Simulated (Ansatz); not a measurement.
Relaxation of F₄H₂HfN (8 atoms, charge 0, multiplicity 2), to a largest force component of 0.03 eV/Å in at most 50 steps.

Theory: UKS PBE0/def2-SVP in Ansatz 0.2.0.

```xyz
8
Properties=species:S:1:pos:R:3
Hf 0.024 0.037 -0.643
F 0.082 -0.153 2.528
F 1.877 0.049 -1.142
F -1.032 1.550 -0.124
N -0.957 -1.717 -0.780
H -1.942 -1.841 -0.551
H -0.584 -2.622 -1.060
F -0.156 0.037 3.793
```

Question: Where does it end, and by what steps?

Answer: The run converged. After 35 steps the energy has fallen by 8.454 eV; F2 moved furthest, 2.02 Å. Parted: F2–F8 (1.30 → 2.95 Å). Joined: Hf1–F2 (3.18 → 1.91 Å), Hf1–F8 (4.44 → 1.92 Å).

```csv
step,energy less start (eV),largest force component (eV/Å),accepted
0,0.0000,4.854,yes
2,-1.0025,7.997,yes
4,-4.7095,2.556,yes
6,-5.2179,0.487,yes
8,-5.2866,0.050,yes
10,-5.3266,0.133,yes
12,-5.3931,0.212,yes
14,-5.5347,0.410,yes
16,-5.7845,0.626,yes
18,-5.8877,0.887,yes
20,-5.9859,1.768,yes
22,-7.1979,0.874,yes
24,-7.3815,0.855,yes
26,-7.8622,1.009,yes
28,-8.1947,0.308,yes
30,-8.2678,0.400,yes
32,-8.4058,0.263,yes
34,-8.4532,0.048,yes
35,-8.4539,0.016,yes
```

```xyz
8
Properties=species:S:1:pos:R:3
Hf 0.258 -0.019 0.744
F 1.457 1.098 1.734
F 1.502 -0.951 -0.390
F -0.849 1.302 -0.108
N -1.249 -1.454 -0.504
H -2.186 -1.750 -0.207
H -1.062 -1.873 -1.424
F -0.559 -1.013 2.174
```

Whether the end is a true minimum wasn't checked by a vibrational analysis.

Run time: 2.2 min on 4 threads of Arm Neoverse V2 (shared host), peak memory 0.38 GiB.
